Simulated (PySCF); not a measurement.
SMILES [SiH2](C#C)CCC (C₅H₁₀Si), GFN2-xTB optimised geometry. Atoms within 1.6 Å of the plane z = 0.0 Å (x, y, z in Å): C1 (2.81, 1.58, 0.00), C2 (1.60, 1.58, 0.00), Si3 (-0.25, 1.58, 0.00), C4 (-0.82, -0.21, -0.27), C5 (-2.34, -0.36, -0.27), C6 (-2.77, -1.80, -0.50), H7 (3.86, 1.58, 0.00), H8 (-0.71, 2.08, 1.30), H9 (-0.72, 2.45, -1.09), H10 (-0.43, -0.59, -1.22), H11 (-0.40, -0.86, 0.51), H12 (-2.77, 0.27, -1.05), H13 (-2.74, -0.01, 0.69), H14 (-2.41, -2.16, -1.46), H15 (-3.86, -1.89, -0.49), H16 (-2.38, -2.45, 0.28).

Level of theory: B3LYP/def2-TZVP run with PySCF. Cells within 0.4 Å of a nucleus heavier than hydrogen are left out (blank, or x).

Map of the deformation density (molecule minus spherical neutral atoms) (e/bohr³) on the plane z = 0.0 Å:

```
|1111111111111111111111111|
|1111111111111111111111111|
|1111111111111111111111111|
|1111111111111111111111111|
|1111111111111111111111111|
|1111111111111111111111111|
|1111111111100001111111111|
|1111111110100010110000111|
|1111111100000131441310111|
|11111111000xx25x9xx820111|
|1111110000121120220100111|
|1111101001241000110001111|
|1111101312x31001111111111|
|1111000x23351011111111111|
|1111001300121011111111111|
|1110110100000111111111111|
|1110122510011111111111111|
|1111011510111111111111111|
|1111100101111111111111111|
|1111111111111111111111111|
|1111111111111111111111111|
|1111111111111111111111111|
|1111111111111111111111111|
|1111111111111111111111111|
|1111111111111111111111111|
```
Scale: ten equal steps from -0.019 (start of '0') to 0.141 (end of '9'), in the order '0123456789'; x runs from -6.00 to 6.00, y from -6.00 (bottom) to 6.00 (top).
